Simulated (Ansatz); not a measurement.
Spectroscopic constants of NaAl-, multiplicity 4 (an upper state: multiplicity 2 came lower at CCSD(T)/def2-TZVPP on PBE0 minima).

The constants come from a fifth-degree fit in 1/R (seven points, main isotopes). Runs in def2 and cc sets follow the lowest solution found near the PBE0 minimum.

The values were computed with Ansatz (Gaussian orbitals). Values without a source in brackets are computed.

| level | r_e (Å) | ω_e (cm⁻¹) | α_e (cm⁻¹) | ω_e x_e (cm⁻¹) |
|---|---|---|---|---|
| PBE/def2-TZVPP | 2.879 | 193 | 0.0017 | 1.5 |
| PBE0/def2-TZVPP | 2.878 | 192 | 0.0017 | 1.6 |
| CCSD/def2-TZVPP | 2.926 | 177 | 0.0017 | 1.3 |
| CCSD(T)/def2-TZVPP | 2.907 | 183 | 0.0016 | 1.3 |

Correlated levels freeze the inner cores; with def2 sets outer-core shells near the valence are correlated too.

Ansatz is a program for electronic structure.
